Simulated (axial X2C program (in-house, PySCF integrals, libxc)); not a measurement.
# ZnC⁺: from Re and ωe to a spectrum

A bond curve at the BLYP level, 2c, was computed with an in-house all-electron X2C program for linear molecules (integrals from PySCF) (basis Zn dyall-cv3z [9s10p6d3f2g], C dyall-v3z [7s6p2d1f] (cores contracted in-house)) for the state Ω = 1/2 (⟨Sz⟩ = -0.50, ⟨Lz⟩ = 1.00 at BLYP). Its fit gives Re = 2.0760 Å, ωe = 415.2 cm⁻¹, ωexe = 3.43 cm⁻¹ and αe = 4.653e-03 cm⁻¹; the masses are 63.9291 and 12.0000 u. Two-component means X2C with spin–orbit coupling and atomic mean-field Coulomb and Gaunt terms.

(1) Find the reduced mass, Be and the force constant.

(2) A Morse curve ties αe to the other constants (Pekeris). How well does that hold?

(3) Estimate the centrifugal constant by the Kratzer relation.

(4) Where do the fundamental and the first overtone lie?

(5) Estimate De from a Morse curve and compare with the computed well depth of 1.988 eV to Zn+ + C.

The state is a single determinant with fixed occupations, the lowest that a limited PBE0 search found. Dissociation energies refer to the lowest single-determinant-based atoms at the same level and basis. Density functionals use the spin component along the axis (collinear). The 2c atoms are single determinants rather than J levels; their spin–orbit lowering is only partly caught, and De is too large by that part. This holds for BLYP. The functionals have no current-density term, which raises determinants with orbital currents, atoms included.

Answers

(1) From the BLYP values: μ = 10.1035 u. Be = 16.8576/(μ Re²) = 0.3871 cm⁻¹. k = 5.8918×10⁻⁷ μ ωe² = 1.03 mdyn/Å.

(2) αe(Morse) = 6Be²/ωe × (√(ωexe/Be) − 1) = 4.281e-03 cm⁻¹; the BLYP curve gives 4.653e-03 cm⁻¹, a ratio of 0.92.

(3) D = 4Be³/ωe² = 1.35e-06 cm⁻¹.

(4) ν(1←0) = ωe − 2ωexe = 408.3 cm⁻¹; ν(2←0) = 2ωe − 6ωexe = 809.8 cm⁻¹.

(5) De(Morse) = ωe²/(4ωexe) = 1.558 eV against 1.988 eV computed, a ratio of 0.78. The extrapolation falls short: long-range attraction (ionic or ion–induced dipole) or a change of character along the curve can cause this.
